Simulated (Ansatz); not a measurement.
`BCSC[SiH3]`, relaxed with RKS PBE0-D4/def2-TZVP in Ansatz 0.2.0 from a PBE-D4/def2-SVP geometry. The force threshold is 0.005 eV/Å; the program also tests the step.

Total charge 0; spin multiplicity 1.

Start:

```xyz
14

B    -0.114   -0.856    2.684
C     0.421   -0.436    1.285
S    -0.103    1.205    0.708
C     0.502    1.175   -1.027
Si   -0.655    0.166   -2.149
H    -1.070   -0.309    3.202
H     0.397   -1.813    3.238
H    -0.044   -1.245    0.655
H     1.518   -0.586    1.174
H     1.554    0.818   -1.058
H     0.516    2.233   -1.361
H    -0.840   -1.217   -1.582
H    -1.993    0.843   -2.228
H    -0.088    0.024   -3.541
```

(1) By how much does the energy fall, and how many steps does the optimiser take? (An estimate is asked.)

(2) Which bonds change most? (Estimate.)

(3) Give the relaxed structure. (Best estimate.)

Results:

(1) Ansatz gave: 0.06 eV, in 13 steps, 1 of them rejected.

(2) Ansatz gave: S3–C4 from 1.838 to 1.812 Å; C2–H8 from 1.126 to 1.103 Å; C2–S3 from 1.817 to 1.795 Å; C4–Si5 from 1.901 to 1.880 Å.

(3) The calculation gave: 
```xyz
14

B    -0.095   -0.837    2.684
C     0.373   -0.471    1.251
S    -0.155    1.152    0.694
C     0.474    1.162   -1.005
Si   -0.631    0.161   -2.149
H    -0.896   -0.183    3.283
H     0.344   -1.833    3.184
H    -0.054   -1.262    0.611
H     1.460   -0.586    1.159
H     1.517    0.832   -1.017
H     0.470    2.209   -1.322
H    -0.820   -1.213   -1.612
H    -1.954    0.825   -2.253
H    -0.033    0.046   -3.509
```
